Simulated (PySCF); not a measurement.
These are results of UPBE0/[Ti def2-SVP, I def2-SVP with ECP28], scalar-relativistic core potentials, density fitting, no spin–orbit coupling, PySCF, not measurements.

```xyz
3
charge 0 multiplicity 3, angstrom
Ti    0.0000    0.0000    0.0000
I     0.0000    0.0000    2.6027
I     0.0000    0.0000   -2.6027
```

TiI2 (triplet), along the line from Ti1 (at 0) through I2 (at 2.603 Å). Core electrons replaced by a potential are absent, the electrostatic potential uses the reduced nuclear charge, and values within about 0.7 Å of such atoms have no physical meaning.

**Question.** Tabulate the fields along this line at -0.78, -0.65, -0.52, -0.39, -0.26, -0.13, 0.13, 0.26, 0.39, 0.52, 0.65, 0.78, 0.91, 1.04, 1.17, 1.30, 1.43, 1.56, 1.69, 1.82, 3.38, 3.51, 3.64, 3.77, 3.90, 4.03, 4.16 Å.

**Answer.** 
```
distance (Å)  electron density (e/Å³)  spin density (e/Å³)  electron localisation function  electrostatic potential (V)
       -0.78                     1.44                0.395                           0.741                         27.2
       -0.65                     3.09                0.776                           0.908                         44.4
       -0.52                     6.38                 1.44                           0.933                         80.8
       -0.39                     10.7                 2.31                           0.761                          164
       -0.26                     21.1                 2.63                           0.174                          374
       -0.13                      247                0.905                           0.836                         1170
        0.13                      247                0.905                           0.836                         1170
        0.26                     21.1                 2.63                           0.174                          374
        0.39                     10.7                 2.31                           0.761                          164
        0.52                     6.38                 1.44                           0.933                         80.8
        0.65                     3.09                0.776                           0.908                         44.4
        0.78                     1.44                0.395                           0.741                         27.2
        0.91                    0.741                0.205                           0.402                         18.3
        1.04                    0.482                0.105                            0.24                         13.3
        1.17                    0.419               0.0501                           0.304                         10.9
        1.30                    0.457               0.0205                           0.523                         10.5
        1.43                    0.559              0.00422                           0.661                         12.4
        1.56                    0.718             -0.00562                           0.605                         17.3
        1.69                    0.965              -0.0116                           0.388                         26.5
        1.82                     1.51              -0.0132                           0.227                         42.6
        3.38                     1.52             -0.00511                           0.267                         41.5
        3.51                    0.905             -0.00584                           0.438                         25.1
        3.64                    0.602             -0.00527                            0.66                         15.3
        3.77                    0.401             -0.00418                           0.771                         9.31
        3.90                    0.261             -0.00309                           0.804                         5.66
        4.03                    0.167              -0.0022                           0.789                         3.43
        4.16                    0.105             -0.00154                           0.734                         2.06
```

On a grid of 0.13 Å the density has a local minimum along the bond near 1.17 Å from Ti, at 0.42 e/Å³, where the ELF is 0.30.

Open d and f shells are described by one determinant, and the ground state may have another occupation or spin. Spin–orbit coupling, left out here, can matter for elements this heavy.
